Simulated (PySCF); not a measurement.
Si(Cl)2(OH)(NH2) (Cl2H3NOSi), SMILES N[Si](O)(Cl)Cl.

Coordinates come from a PBE0-D3(BJ)/def2-SVP optimisation. This is a generated structure with no PubChem entry under its InChIKey; it may be hypothetical. The values are those of a single conformer.

Computed with PBE0-D3(BJ)/def2-SVP (PySCF).

Frequencies are harmonic and unscaled.

Computed harmonic wavenumbers and intensities:
```json
[
 {"mode": "1", "ν (cm⁻¹)": "138", "IR (km/mol)": "6.9", "moving atoms (share of kinetic energy)": "Cl 39 %, H 37 %, O 12 %, N 10 %"},
 {"mode": "2", "ν (cm⁻¹)": "175", "IR (km/mol)": "8.0", "moving atoms (share of kinetic energy)": "H 32 %, Cl 26 %, O 22 %, N 19 %"},
 {"mode": "3", "ν (cm⁻¹)": "218", "IR (km/mol)": "7.5", "moving atoms (share of kinetic energy)": "H 47 %, Cl 36 %, Si 10 %"},
 {"mode": "4", "ν (cm⁻¹)": "268", "IR (km/mol)": "50.5", "moving atoms (share of kinetic energy)": "H 30 %, Si 22 %, O 18 %, Cl 18 %, N 12 %"},
 {"mode": "5", "ν (cm⁻¹)": "277", "IR (km/mol)": "34.3", "moving atoms (share of kinetic energy)": "H 44 %, Cl 26 %, O 11 %, N 10 %, Si 9 %"},
 {"mode": "6", "ν (cm⁻¹)": "294", "IR (km/mol)": "87.4", "moving atoms (share of kinetic energy)": "H 42 %, N 36 %, O 9 %"},
 {"mode": "7", "ν (cm⁻¹)": "301", "IR (km/mol)": "97.5", "moving atoms (share of kinetic energy)": "H 35 %, O 25 %, Cl 20 %, N 16 %"},
 {"mode": "8", "ν (cm⁻¹)": "356", "IR (km/mol)": "52.6", "moving atoms (share of kinetic energy)": "H 60 %, O 20 %, N 10 %, Cl 8 %"},
 {"mode": "9", "ν (cm⁻¹)": "500", "IR (km/mol)": "40.6", "moving atoms (share of kinetic energy)": "Cl 50 %, Si 27 %, N 10 %, O 10 %"},
 {"mode": "10", "ν (cm⁻¹)": "590", "IR (km/mol)": "231.2", "moving atoms (share of kinetic energy)": "Si 60 %, Cl 31 %"},
 {"mode": "11", "ν (cm⁻¹)": "802", "IR (km/mol)": "70.1", "moving atoms (share of kinetic energy)": "H 63 %, O 15 %, N 15 %"},
 {"mode": "12", "ν (cm⁻¹)": "836", "IR (km/mol)": "168.6", "moving atoms (share of kinetic energy)": "H 78 %, N 11 %, O 9 %"},
 {"mode": "13", "ν (cm⁻¹)": "903", "IR (km/mol)": "231.5", "moving atoms (share of kinetic energy)": "Si 37 %, O 26 %, N 24 %, H 13 %"},
 {"mode": "14", "ν (cm⁻¹)": "997", "IR (km/mol)": "125.4", "moving atoms (share of kinetic energy)": "Si 46 %, O 21 %, N 18 %, H 15 %"},
 {"mode": "15", "ν (cm⁻¹)": "1523", "IR (km/mol)": "79.8", "moving atoms (share of kinetic energy)": "H 88 %, N 12 %"},
 {"mode": "16", "ν (cm⁻¹)": "3634", "IR (km/mol)": "67.4", "moving atoms (share of kinetic energy)": "H 96 %"},
 {"mode": "17", "ν (cm⁻¹)": "3744", "IR (km/mol)": "67.2", "moving atoms (share of kinetic energy)": "H 91 %, N 9 %"},
 {"mode": "18", "ν (cm⁻¹)": "3930", "IR (km/mol)": "126.8", "moving atoms (share of kinetic energy)": "H 94 %"}
]
```
